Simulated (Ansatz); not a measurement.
The cluster Cs₃F₂. Total charge 0; doublet. Geometry PBE-D4/def2-TZVP.

```xyz
5

Cs   -1.3626    1.7656   -0.4918
Cs   -0.0321   -2.1858   -0.6934
Cs    2.6156    0.7888    2.2212
F    -1.8475   -0.5465   -1.6019
F     0.6265    0.1779    0.5658
```

In the def2 sets Cs takes a core potential; there is no spin–orbit coupling. B3LYP takes the VWN-RPA correlation. The structure comes from a short search, and lower isomers may exist.

Q: Estimate the α-spin orbital energies around the gap (eV) in Ansatz with PBE-D4/def2-SVP, PBE-D4/def2-TZVP, PBE-D4/def2-TZVPD, r2SCAN-D4/def2-TZVP, B3LYP-D4/def2-TZVP.

A: 
```csv
orbital,PBE-D4/def2-SVP,PBE-D4/def2-TZVP,PBE-D4/def2-TZVPD,r2SCAN-D4/def2-TZVP,B3LYP-D4/def2-TZVP
HOMO−13,-12.55,-12.52,-12.53,-12.92,-13.66
HOMO−12,-12.44,-12.38,-12.37,-12.91,-13.56
HOMO−11,-12.39,-12.32,-12.32,-12.85,-13.49
HOMO−10,-12.27,-12.23,-12.24,-12.73,-13.43
HOMO−9,-12.17,-12.16,-12.16,-12.63,-13.31
HOMO−8,-12.08,-12.07,-12.07,-12.57,-13.26
HOMO−7,-12.04,-12.02,-12.02,-12.52,-13.19
HOMO−6,-6.06,-6.42,-6.47,-6.78,-7.92
HOMO−5,-6.00,-6.41,-6.46,-6.77,-7.90
HOMO−4,-5.98,-6.37,-6.41,-6.70,-7.83
HOMO−3,-5.19,-5.62,-5.72,-6.00,-7.13
HOMO−2,-5.15,-5.59,-5.67,-5.93,-7.05
HOMO−1,-5.10,-5.54,-5.64,-5.90,-7.04
HOMO,-1.84,-1.82,-1.83,-1.79,-2.05
LUMO,-1.14,-1.12,-1.13,-0.98,-0.85
LUMO+1,-1.09,-1.06,-1.07,-0.75,-0.80
LUMO+2,-0.71,-0.69,-0.72,-0.67,-0.42
LUMO+3,-0.54,-0.53,-0.54,-0.25,-0.23
LUMO+4,-0.25,-0.38,-0.38,-0.23,-0.05
LUMO+5,-0.25,-0.36,-0.37,-0.22,-0.02
β HOMO,-5.10,-5.54,-5.64,-5.90,-7.04
β LUMO,-1.45,-1.38,-1.38,-1.16,-1.21
```
